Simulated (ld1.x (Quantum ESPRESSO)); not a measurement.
## Pseudopotential generation for Sn: ultrasoft, PBE, scalar-relativistic.

| Quantity | Value |
| --- | --- |
| Element | tin (Sn) |
| Generator | ld1.x (Quantum ESPRESSO) 7.5 |
| Type | ultrasoft |
| Functional | PBE |
| Relativity | scalar-relativistic |
| Frozen core | [Kr] |
| Valence charge | 14 |
| Reference configuration | 4d10 5s2 5p0 (charge +2) |
| Partial waves | 5s (bound): rcut 1.60, rcutus 2.10 bohr; 5s channel at -0.45 Ry: rcut 1.60, rcutus 2.10 bohr; 5p (bound, empty): rcut 1.70, rcutus 2.30 bohr; 5p channel at 2.25 Ry: rcut 1.70, rcutus 2.30 bohr; 4d (bound): rcut 1.15, rcutus 1.60 bohr; 4d channel at -2.5 Ry: rcut 1.15, rcutus 1.60 bohr |
| Local potential | all-electron potential smoothed inside 1.30 bohr (lloc = -1) |
| Core correction | Bessel-smoothed model core inside 1.05 bohr |
| Augmentation charge | built from norm-conserving waves at rcut, not smoothed further |

- Cutoffs needed: 55 Ry and 90 Ry (the cutoffs (Ry, on a coarse ladder) from which the occupation-weighted sum of valence levels, in a spherical-Bessel basis at the reference potential, stays within 10 and 1 mRy of its value at 400 Ry)
- Ghost test: ghost state, extra bound levels that the all-electron valence spectrum of the same l lacks: s at -206.4 eV; a true bound ghost makes a file unfit for plane-wave use (spherical-Bessel basis up to 400 Ry, 20 bohr box)
- Largest excitation error: -199 meV (all-electron minus pseudo) for 4d9 5s2 5p2, out of 7 test configurations
- Lowest eigenvalue of the overlap operator: 0.25 (s channel)
